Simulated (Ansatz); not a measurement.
Consider the cleavage of the B–In bond: `O[B](F)[InH2]` + `[SiH3]S` → `OB(F)S[SiH3]` + `[InH3]`.

Gas-phase electronic energies from Ansatz, PBE0-D4/def2-TZVP geometries. CCSD(T)/CBS adds triple-zeta CCSD(T) − MP2 to the extrapolated MP2 energy (def2 sets, frozen cores). Functionals use def2-TZVPP. Elements past krypton have def2 core potentials. For In outer-core shells are correlated without core-valence functions, which leaves a few kJ/mol of doubt a bond. Each species was taken in one conformer, which may not be the lowest.

**Question.** Is it downhill or uphill in electronic energy at CCSD(T)/CBS, and by how much? (Estimate.)

**Answer.** The calculation gave: Downhill: ΔE = -75.8 kJ/mol.

**Question.** What do these levels give: PBE0-D4, B2PLYP, PBE, r2SCAN, HF/def2-TZVPP, MP2/def2-TZVPP, SCS-MP2/def2-TZVPP, CCSD(T)/def2-TZVPP, HF/def2-QZVPP, MP2/def2-QZVPP, MP2/CBS(def2), CCSD/CBS(def2)? (An estimate is asked.)

**Answer.** Computed: PBE0-D4 -80.4, B2PLYP -76.8, PBE -70.8, r2SCAN -82.6, HF/def2-TZVPP -86.6, MP2/def2-TZVPP -80.9, SCS-MP2/def2-TZVPP -79.0, CCSD(T)/def2-TZVPP -77.4, HF/def2-QZVPP -85.7, MP2/def2-QZVPP -79.7, MP2/CBS(def2) -79.3, CCSD/CBS(def2) -75.4 kJ/mol.

Largest T1 diagnostic among the species: 0.014.

In def2-TZVPP, CCSD(T) changes the Hartree–Fock value by +9.1 kJ/mol (the triples alone add −0.5 kJ/mol) and MP2 by +5.7 kJ/mol. The D4 term adds −6.5 kJ/mol with B3LYP and −3.5 kJ/mol with PBE0; it sums over pairs of atoms, weighted by their polarisabilities, and B3LYP, whose exchange is more repulsive, gets the larger term.

B3LYP here is the variant with VWN-RPA as its local correlation; programs differ in this.
